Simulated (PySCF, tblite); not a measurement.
Isomers of C4H6FOP. Computed with GFN2-xTB (tblite): harmonic, unscaled wavenumbers at the GFN2-xTB geometry, gas phase. Against measured fundamentals such values can be off by several per cent, at times by over 20. Modes of hydrogen on phosphorus can be 10 to 20 % off. One conformer each.

Electronic energies: PBE0/pcSseg-1 single points on the GFN2-xTB geometries (PySCF, gas phase).

| SMILES | electronic energy, lowest = 0 (kcal/mol) |
| --- | --- |
| O=[P@@H]1CCC=C1F | 7.1 |
| CC1=C(F)[P@@]1(C)=O | 31.4 |
| O=[P@H]1CC=C(F)C1 | 0.0 |
| CC(=O)/P=C(\C)F | 21.7 |

Problem. How do GFN2-xTB zero-point energies change the relative energies?

Solution. 
| SMILES | ZPE (kcal/mol) | of it from modes above 1550 cm⁻¹ | electronic (kcal/mol) | with ZPE, lowest = 0 (kcal/mol) | lowest mode (cm⁻¹) | rings |
| --- | --- | --- | --- | --- | --- | --- |
| O=[P@H]1CC=C(F)C1 | 57.5 | 27.0 | 0.0 | 0.0 | 65 | 1 |
| O=[P@@H]1CCC=C1F | 58.1 | 27.1 | 7.1 | 7.7 | 91 | 1 |
| CC(=O)/P=C(\C)F | 57.2 | 28.4 | 21.7 | 21.4 | 15 | 0 |
| CC1=C(F)[P@@]1(C)=O | 56.9 | 28.4 | 31.4 | 30.8 | 93 | 1 |

The zero-point energies span 1.2 kcal/mol, from `CC1=C(F)[P@@]1(C)=O` to `O=[P@@H]1CCC=C1F`. The order is unchanged.

Problem. And how do the electronic energies of GFN2-xTB itself compare?

Solution. `O=[P@H]1CC=C(F)C1` 0.0; `O=[P@@H]1CCC=C1F` 4.8; `CC(=O)/P=C(\C)F` 51.0; `CC1=C(F)[P@@]1(C)=O` 52.2 kcal/mol, lowest = 0. Against the energies above, taken from the same isomer `O=[P@H]1CC=C(F)C1`, the largest difference is 29.3 kcal/mol.

Problem. What do entropy and thermal enthalpy add at 298.15 K and 1 bar (rigid rotor, harmonic oscillator, one conformer each)?

Solution. 
| SMILES | point group | symmetry number | S (cal/(mol K)) | H − H(0) (kcal/mol) | ZPE + H − H(0) − TS (kcal/mol) |
| --- | --- | --- | --- | --- | --- |
| O=[P@H]1CC=C(F)C1 | C1 | 1 | 82.7 | 4.92 | 37.7 |
| O=[P@@H]1CCC=C1F | C1 | 1 | 82.6 | 4.95 | 38.4 |
| CC1=C(F)[P@@]1(C)=O | C1 | 1 | 91.4 | 6.13 | 35.8 |

Not tabulated: `CC(=O)/P=C(\C)F` (lowest mode only 15 cm⁻¹).
